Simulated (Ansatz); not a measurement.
`[OH][GeH2][SiH2][SiH3]` + `[NH2][AlH][OH]` → `[NH2][AlH][O][SiH2][SiH3]` + `[OH][GeH3]`  (cleavage of the Si–Ge bond)

Program: Ansatz. Geometries: PBE0-D4/def2-TZVP. ΔE: electronic, gas phase. CCSD(T)/CBS adds triple-zeta CCSD(T) − MP2 to the extrapolated MP2 energy (def2 sets, frozen cores). This one scheme is used for every species. DFT in def2-TZVPP. B3LYP here is the variant with VWN-RPA as its local correlation; programs differ in this. For Ge outer-core shells are correlated without core-valence functions, which leaves a few kJ/mol of doubt a bond. Scalar relativity is left out up to krypton. One conformer a species, not always the lowest.

| level | ΔE (kJ/mol) |
| --- | --- |
| PBE-D4 | -63.3 |
| PBE0-D4 | -71.5 |
| B3LYP-D4 | -86.8 |
| ωB97X-V | -86.1 |
| r2SCAN | -79.5 |
| HF/def2-QZVPP | -116.6 |
| SCS-MP2/def2-QZVPP | -94.3 |
| CCSD/CBS(def2) | -87.1 |

Q: What does CCSD(T)/CBS give? (Best estimate.)

A: Computed: -83.4 kJ/mol. The listed levels differ from it by 20.1, 11.9, -3.4, -2.7, 3.9, -33.2, -10.9, -3.7 kJ/mol.

Largest T1 diagnostic among the species: 0.013.

In def2-TZVPP, CCSD(T) changes the Hartree–Fock value by +28.7 kJ/mol (the triples alone add +3.7 kJ/mol) and MP2 by +26.3 kJ/mol. From PBE to PBE0 (25 % exact exchange), in def2-TZVPP and without D4, ΔE moves by −8.2 kJ/mol.
